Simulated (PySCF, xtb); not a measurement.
Si(Cl)2(OH)2 (Cl2H2O2Si), SMILES O[Si](Cl)(Cl)O. The values are those of a single conformer.

Harmonic wavenumbers (cm⁻¹) from GFN2-xTB (xtb) at its own minimum, in rising order: 130, 139, 167, 227, 242, 246, 275, 468, 549, 769, 802, 866, 947, 3649, 3652.

**Question.** What does PBE-D3(BJ)/def2-SVP in PySCF give at its own minimum? (Estimate from the structure and the level; the computed values follow.)

**Answer.** 127, 178, 178, 254, 267, 288, 313, 495, 595, 773, 835, 872, 956, 3752, 3754. Paired by order, the mean absolute difference is 34 cm⁻¹ and the zero-point energies are 18.8 and 19.5 kcal/mol.
